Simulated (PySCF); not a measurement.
**Two-component Hartree-Fock for Pt³⁺ (platinum, charge +3)**

Start: [Xe] 4f14 5d7; 5d3/2 filled at m_j = -3/2, -1/2, +1/2, +3/2; 5d5/2 filled at m_j = +1/2, +3/2, +5/2. Calculated with PySCF 2.14 in x2c-SVPall-2c: generalised Hartree-Fock with the X2C-1e Hamiltonian and a Gaussian nucleus; one run each with spin-orbit coupling (SO) switched off, then screened by Boettger's factors.

| spinor shell | electrons | ε, spin-free (eV) | ε, screened SO (eV) | weight of nominal j (screened SO) | rms radius, screened SO (bohr) |
| --- | --- | --- | --- | --- | --- |
| 1s1/2 | 2 | -78863.0 | -78834.2 | 1.000 | 0.0194 |
| 2s1/2 | 2 | -14034.4 | -14025.2 | 1.000 | 0.0782 |
| 2p1/2 | 2 | -12178.7 | -13421.7 | 1.000 | 0.0663 |
| 2p3/2 | 4 | -12178.7 | -11686.8 | 1.000 | 0.0741 |
| 3s1/2 | 2 | -3391.8 | -3388.6 | 1.000 | 0.200 |
| 3p1/2 | 2 | -2842.6 | -3118.5 | 1.000 | 0.191 |
| 3p3/2 | 4 | -2842.6 | -2731.0 | 1.000 | 0.207 |
| 3d3/2 | 4 | -2237.7 | -2285.0 | 1.000 | 0.183 |
| 3d5/2 | 6 | -2237.7 | -2202.9 | 1.000 | 0.186 |
| 4s1/2 | 2 | -793.21 | -792.07 | 1.000 | 0.441 |
| 4p1/2 | 2 | -609.98 | -676.21 | 1.000 | 0.447 |
| 4p3/2 | 4 | -609.98 | -582.71 | 1.000 | 0.480 |
| 4d3/2 | 4 | -382.47 | -392.37 | 1.000 | 0.497 |
| 4d5/2 | 6 | -382.47 | -374.54 | 1.000 | 0.507 |
| 5s1/2 | 2 | -155.57 | -155.26 | 1.000 | 1.02 |
| 4f5/2 | 6 | -127.60 | -129.04 | 0.996 | 0.563 |
| 5p1/2 | 2 | -104.41 | -116.42 | 0.986 | 1.15 |
| 5p3/2 | 4 | -104.41 | -99.025 | 0.993 | 1.19 |
| 5d3/2 | 4 | -46.030 | -47.035 | 0.782 | 1.57 |
| 5d5/2 | 3 | -46.030 | -44.720 | 0.769 | 1.61 |

Task: Where does 4f7/2 lie, and what is the 4f spin-orbit splitting (screened SO)?

Result: At -125.40 eV, 3.632 eV above 4f5/2.

```tsv
quantity	spin-free	screened SO
E (hartree)	-18396.73278	-18423.51408
M_J	9/2	9/2
⟨J²⟩	24.757	24.759
⟨L²⟩	12.006	13.369
⟨S²⟩	3.752	3.433
```

Each row is a mean over spinors that exchange with the open shell spreads, by up to 8.052 eV (5p3/2).

Rows whose weight is well below 1 are mixtures of j = l ± 1/2: exchange outweighs spin-orbit coupling there, and the label is only the starting occupation.

Breit and QED terms are absent; they matter most for the inner s and p1/2 levels.

Densities and radii are taken from the X2C orbitals without a picture-change correction, which distorts them close to the nucleus.

Without spin-orbit coupling the j labels of p, d and f shells carry no meaning; the spin-free column gives the mean over the occupied spinors of each nl shell.
